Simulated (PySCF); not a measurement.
Gas-phase reaction: Ge₃H₈ + GeCl₂ → 2 GeHCl + Ge₂H₆

Computed with PySCF and rigid-rotor harmonic-oscillator thermochemistry at 1 bar. † marks an energy on the PBE0/def2-TZVP geometry and frequencies; other levels use their own. MP2 freezes the core. All species are closed-shell singlets. B3LYP is the form with VWN-RPA correlation. Ge: all electrons, no relativistic terms. GeHCl: computed as isolated molecules; such fragments, hydroxides, amides, oligomers or adducts are transient or little studied in the gas. MP2 isn't extrapolated to the basis-set limit.

| level | ΔH°(298 K), kJ |
|---|---|
| B3LYP/def2-TZVP† | 180 |
| M06-2X/def2-TZVP† | 198 |
| MP2/def2-SVP† | 221 |
| MP2/def2-TZVPP† | 233 |
| PBE/def2-TZVP† | 203 |
| PBE0/def2-TZVP | (withheld) |
| LDA/def2-TZVP† | (withheld) |
| ωB97M-V/def2-TZVP† | (withheld) |
| ωB97X-V/def2-TZVP† | (withheld) |

### Question
Complete the blanks.

### Answer

- PBE0/def2-TZVP, ΔH°(298 K), kJ: 212
- LDA/def2-TZVP†, ΔH°(298 K), kJ: 245
- ωB97M-V/def2-TZVP†, ΔH°(298 K), kJ: 200
- ωB97X-V/def2-TZVP†, ΔH°(298 K), kJ: 211
